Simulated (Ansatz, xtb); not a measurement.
# C5H2BrNS: which of two isomers lies lower

Structure X is `N#Cc1sccc1Br`, a singlet and structure Y is `N#Cc1ccc(Br)s1`, a singlet. Both are isolated molecules in the gas phase, relaxed with r2SCAN-D4/def2-SVP.

Energies in hartree; the thermal terms are from GFN2-xTB frequencies at re-optimised GFN2-xTB minima (ideal gas, soft modes damped towards free rotors, one conformer each, 298.15 K, 1 atm) and include the zero-point energy:

|  | X | Y |
| --- | --- | --- |
| E, CCSD(T)/def2-SVP | −3215.462954 | −3215.460553 |
| E, MP2/def2-SVP | −3215.391722 | −3215.388887 |
| E, MP2/def2-TZVPP | −3216.376634 | −3216.373409 |
| zero-point energy | 0.053821 | 0.053813 |
| H(298 K) − E | 0.062246 | 0.062279 |
| G(298 K) − E | 0.020067 | 0.020052 |

Q: Correct the CCSD(T) difference for the basis set by the MP2 change, then work out ΔE, ΔE₀, ΔH and ΔG for X → Y in kcal/mol (1 Eh = 627.51 kcal/mol) and the equilibrium ratio [Y]/[X].

A: 1. Differences Y − X: CCSD(T) +0.002401, MP2 in the small set +0.002835, MP2 in the large set +0.003225 Eh.
2. ΔE = +0.002401 + (+0.003225 − (+0.002835)) = +0.002791 Eh = +1.75 kcal/mol.
3. ΔE₀ = ΔE + ΔZPE = +0.002791 + (−0.000008) Eh = +1.75 kcal/mol.
4. ΔH = ΔE + (+0.000033) Eh = +1.77 kcal/mol.
5. ΔG = ΔE + (−0.000015) Eh = +1.74 kcal/mol, so ΔS = (ΔH − ΔG)/T = +0.4 J/(mol K).
6. kT = 0.9442 mEh, so K = [Y]/[X] = exp(−ΔG/kT) = exp(−2.94) ≈ 0.053.

Structure X is favoured at this temperature. An error of 1 kcal/mol in ΔG would change K by a factor of 5.4. Mirror images and further conformers aren't counted.

As drawn, both hold the same kinds of bond in the same numbers.

Other levels gave ΔE = +1.9 (GFN2-xTB); +0.3 (HF/STO-3G, GFN2-xTB geometries); +1.3 (r2SCAN-D4/def2-SVP//GFN2-xTB); +1.3 (r2SCAN-D4/def2-SVP); +1.1 (HF/def2-SVP); +1.8 (MP2/def2-SVP); +1.5 (CCSD(T)/def2-SVP) kcal/mol. The correlated steps freeze 20 core orbitals; the filled d shell of Br is correlated, in a basis made for valence electrons. Programs: Ansatz 0.2.0, xtb 6.7.1.
